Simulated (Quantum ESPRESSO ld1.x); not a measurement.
Values are calculated unless marked as measured or tabulated.
Task: The bismuth ion Bi65+, configuration [Ar]. Code: ld1.x of Quantum ESPRESSO 7.5. Model: scalar-relativistic Kohn-Sham, LDA (Slater exchange, VWN5 correlation), spin-polarised, spherical densities, point nucleus. Some entries of the table are withheld. Estimate them.

orbital  occ.  eigenvalue (Ry)  <1/r> (bohr^-1)  <r^2> (bohr^2)
1s          2         -7043.95            103.3             (1)
2s          2         -1570.57            24.47        0.005156
2p          6         -1399.40            21.38        0.004387
3s          2         -615.153              (2)             (3)
3p          6         -565.396            8.820         0.02984

Result: 
(1) 1s <r^2> (bohr^2): 0.0003462
(2) 3s <1/r> (bohr^-1): 9.705
(3) 3s <r^2> (bohr^2): 0.02970
